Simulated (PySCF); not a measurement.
# Ne⁺: ionisation energy

Ne⁺ [He] 2s2 2p5 (2P) → Ne²⁺ [He] 2s2 2p4 (3P), as a difference of total energies. Calculation: PySCF 2.14, in aug-cc-pVTZ with one added diffuse shell each of s, p, d, f type (6s5p4d3f, 62 functions); the non-relativistic Hamiltonian (point nucleus). Correlated levels: valence: 1s2 frozen. The calculations carry no spin-orbit coupling.

```
           method  ionisation energy (eV)  error (eV)
              UHF                  39.266      -1.697
    MP2 (valence)                  40.764      -0.199
SCS-MP2 (valence)                  40.756      -0.207
   CCSD (valence)                  40.694      -0.269
CCSD(T) (valence)                  40.727      -0.236
```

Reference: 40.963 eV (measured; NIST Atomic Spectra Database, ionization energies).

Errors of the correlated levels include the incompleteness of this basis and the frozen core.
